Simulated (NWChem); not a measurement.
System: InNH3OF; SMILES [NH2][In]([OH])[F]

```xyz
7

In     0.0031     0.0042     0.0390
F     -1.7205    -0.9360    -0.0444
O      1.5624    -1.2235    -0.0141
H      1.2685    -2.1420    -0.0505
N      0.0061     2.0186    -0.0314
H      0.8180     2.4565     0.3975
H     -0.8353     2.4445     0.3510
```
Atoms are numbered in this order, from 1.

Level: PBE0/def2-SVP with def2 effective core potentials on In (NWChem), optimised geometry, unscaled harmonic frequencies. def2 effective core potentials on In; no spin-orbit coupling.

Q: List the harmonic frequencies with IR intensities, and the thermochemistry.

A: 
| frequency (cm⁻¹) | IR intensity (km/mol) |
|---|---|
| 109 | 4.1 |
| 127 | 30.9 |
| 146 | 19.2 |
| 235 | 33.7 |
| 292 | 114.7 |
| 461 | 133.9 |
| 595 | 31.1 |
| 613 | 70.8 |
| 649 | 48.9 |
| 813 | 0.1 |
| 852 | 100.6 |
| 1525 | 10.3 |
| 3567 | 23.9 |
| 3674 | 28.7 |
| 3885 | 72.8 |

```yaml
zero_point_energy: 25.1 kcal/mol
thermal correction to the enthalpy at 298.15 K (with zero-point energy): 29.8 kcal/mol
heat capacity Cv: 20.8 cal/(mol K)
entropy at 298.15 K and 1 atm (symmetry number 1): 82.1 cal/(mol K)
```

Rigid rotor and harmonic oscillator.
